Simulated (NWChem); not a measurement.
Molecule: TiF3, doublet; SMILES [F][Ti]([F])[F]

```xyz
4

Ti     0.0000     0.0000     0.0000
F     -1.7606     0.0418     0.0000
F      0.9165     1.5038     0.0000
F      0.8441    -1.5456     0.0000
```
Atoms are numbered in this order, from 1.

In the optimisation the excess spin sits in a' (C3h, its own frame). The geometry was optimised at PBE-D3(BJ)/def2-SVP, spin-unrestricted. No stability test was run on the SCF state.

**Question.** List the 4 lowest vertical excitations from PBE/6-31G* (spherical d), spin-unrestricted, TDA (NWChem).

**Answer.** 
```
state    energy (eV)  oscillator strength  <S²>
-------  -----------  -------------------  ----
state 1         1.11                0.000  0.75
state 2         1.11                0.000  0.75
state 3         2.96                0.002  0.76
state 4         2.96                0.002  0.76
```
